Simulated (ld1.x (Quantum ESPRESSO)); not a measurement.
# An all-electron radial function and its pseudo partner (Al (Z = 13))

Columns: radius, all-electron u(r) and pseudo u(r) of the 3s shell (level -7.70 eV) of aluminium in the configuration [Ne] 3s2 3p1; revPBE, non-relativistic, TM scheme, ld1.x (Quantum ESPRESSO) 7.5.

```tsv
r (bohr)	all-electron	pseudo
0.123	0.0790	0.0266
0.245	-0.1583	0.0539
0.368	-0.2815	0.0835
0.490	-0.2762	0.1160
0.613	-0.1917	0.1530
0.735	-0.0711	0.1949
0.858	0.0606	0.2430
0.980	0.1862	0.2966
1.103	0.2999	0.3558
1.225	0.3965	0.4175
1.348	0.4770	0.4796
1.470	0.5411	0.5372
1.593	0.5914	0.5872
1.715	0.6285	0.6260
1.838	0.6540	0.6531
1.960	0.6687	0.6686
2.083	0.6743	0.6743
2.205	0.6721	0.6721
2.328	0.6633	0.6633
2.450	0.6493	0.6493
2.573	0.6309	0.6309
2.695	0.6094	0.6094
2.818	0.5853	0.5853
2.940	0.5596	0.5596
3.063	0.5326	0.5326
3.185	0.5053	0.5053
```

Task: How many radial nodes do the two functions have?

Result: The all-electron 3s function has n − l − 1 = 2; the pseudo-wave has 0, since the states of the same l below it are removed with the core.

Task: At about which radius was the pseudo-wave matched?

Result: 2.20 bohr. The columns agree to 0.0005 from 1.96 bohr on; several derivatives are matched, so the curves merge somewhat inside the radius.

Task: Is the pseudo-wave norm-conserving?

Result: Yes: the TM scheme keeps the norm inside the radius equal to the all-electron one, which fixes the energy derivative of the logarithmic derivative at the level.
